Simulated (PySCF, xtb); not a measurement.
Zn(Et)(SH) (C2H6SZn), SMILES C[CH2][Zn][SH].

GFN2-xTB in xtb at its own geometry gives an orbital gap of 3.08 eV and a dipole moment of 3.62 D.

Geometry optimised at PBE-D3(BJ)/def2-SVP. The isomer is the one that the SMILES or the coordinates give; other isomers of the formula were not compared. One conformer was computed; it need not be the lowest.

**Question.** What does PBE/def2-TZVP (PySCF) give? (The exact figures need the calculation; the answer reports its results.)

**Answer.** gap 4.76 eV (levels -5.87 and -1.11 eV), dipole 1.95 D.
